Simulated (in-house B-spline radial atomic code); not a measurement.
Ir3+: [Xe] 4f14 (5d5/2)6 (an excited or competing configuration)

Computed with an all-electron radial atomic-structure program (B-spline basis): Dirac-Hartree-Fock, average of the jj configuration, Fermi nucleus of rms radius 5.4032 fm.

Z_r = [3n² - l(l+1)]/(2<r>); Z_e = n√(-2ε); the last column is Slater's effective charge. Values are occupation-weighted means over j. An effective charge above Z reflects the relativistic contraction of the inner shells.

```
shell  electrons   ε (eV)  <r> (bohr)    Z_r    Z_e  Slater
   1s          2   -76642     0.01744  86.01  75.05   76.70
   2s          2   -13576     0.07292  82.28  63.18   72.85
   2p          6   -11892     0.06576  76.03  59.13   72.85
   3s          2  -3265.6      0.1895  71.23  46.48   65.75
   3p          6  -2757.9      0.1901  65.76  42.71   65.75
   3d         10  -2152.1      0.1734  60.57  37.73   55.85
   4s          2  -757.31      0.4233  56.69  29.84   49.25
   4p          6  -586.22      0.4486  51.27  26.26   49.25
   4d         10  -361.64      0.4781  43.93  20.62   37.85
   5s          2  -147.43      0.9896  37.90  16.46   19.35
   4f         14  -114.92      0.5303  33.94  11.63   26.45
   5p          6  -99.627       1.128  32.35  13.53   19.35
   5d          6  -42.997       1.547  22.30   8.89    7.25
```

The least bound orbital is 5d5/2 at -43 eV, and it is also the most diffuse (<r> = 1.547 bohr).

For the 1s electron the small component carries 8.5 % of the norm, the zero-frequency Breit interaction raises the level by 277.8 eV, self-energy by 176 eV, and vacuum polarisation lowers it by 34.82 eV.
